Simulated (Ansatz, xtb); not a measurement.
## Two conformers of CH6GeO4

We compare X, `O[CH2][Ge]([OH])([OH])[OH]`, a singlet, with Y, `O[CH2][Ge]([OH])([OH])[OH]`, a singlet. Both are isolated molecules in the gas phase, relaxed with PBE0-D4/def2-SVP.

X (Å):

```
atom    x (Å)   y (Å)    z (Å)
   C   1.3435  1.5101   0.0152
  Ge  -0.6051  1.5100  -0.0378
   O   1.7632  1.3588   1.3444
   O  -1.3334  0.9904  -1.5570
   O  -1.4713  3.0188   0.3057
   O  -0.8992  0.3196   1.2527
   H   1.2509  0.6338   1.7275
   H   1.7106  0.7105  -0.6586
   H   1.7382  2.4615  -0.3725
   H  -2.0503  1.5805  -1.8175
   H  -1.2458  3.4040   1.1594
   H  -1.8077  0.0086   1.3184
```

Y (Å):

```tsv
atom	x (Å)	y (Å)	z (Å)
C	0.2985	-0.1904	2.1198
Ge	0.0960	0.5521	0.3239
O	-0.9490	-0.7848	2.4091
O	-1.5916	0.3089	-0.1431
O	0.5698	2.2479	0.3971
O	1.0732	-0.1782	-0.9584
H	-0.9357	-1.1279	3.3082
H	0.5530	0.6377	2.8067
H	1.1341	-0.9144	2.1311
H	-2.0453	-0.0842	0.6170
H	0.7189	2.6238	-0.4777
H	0.5232	-0.7287	-1.5279
```

Q: Estimate which is lower in electronic energy at CCSD(T)/def2-SVP + ΔMP2/def2-TZVPP, and by roughly how much.

A: CCSD(T)/def2-SVP + ΔMP2/def2-TZVPP gives E(Y) − E(X) = +0.46 kcal/mol, slightly favouring structure X, which is too small a margin to settle the true order.

Level by level:

```csv
level,geometry,E(Y) − E(X) (kcal/mol),departure from the last row (kcal/mol),"job, with rough time for the two"
PBE0-D4/def2-SVP,PBE0-D4/def2-SVP,+0.91,+0.45,"optimisation, 1.9 min"
HF/def2-SVP,PBE0-D4/def2-SVP,+0.03,−0.43,part of the CCSD(T) run
MP2/def2-SVP,PBE0-D4/def2-SVP,+0.40,−0.07,part of the CCSD(T) run
CCSD(T)/def2-SVP,PBE0-D4/def2-SVP,+0.33,−0.13,single point
CCSD(T)/def2-SVP + ΔMP2/def2-TZVPP,PBE0-D4/def2-SVP,+0.46,,"single point, 2 min"
```

The largest departure from CCSD(T)/def2-SVP + ΔMP2/def2-TZVPP is that of PBE0-D4/def2-SVP, 0.45 kcal/mol. Levels run at GFN2-xTB geometries aren't shown. The last row adds to CCSD(T) the change of the MP2 difference between the two basis sets, here +0.13 kcal/mol.

With thermal terms from frequencies at re-optimised GFN2-xTB minima (ideal gas, soft modes damped towards free rotors, one conformer each, 298.15 K, 1 atm): on the last row, ΔE + ΔZPE = +0.21, ΔH = +0.37, ΔG = −0.01 kcal/mol.

The correlated steps freeze 14 core orbitals; the filled d shell of Ge is correlated, in a basis made for valence electrons. Programs: Ansatz 0.2.0, xtb 6.7.1; the last row on 2 threads of Arm Neoverse V2 on a shared host.
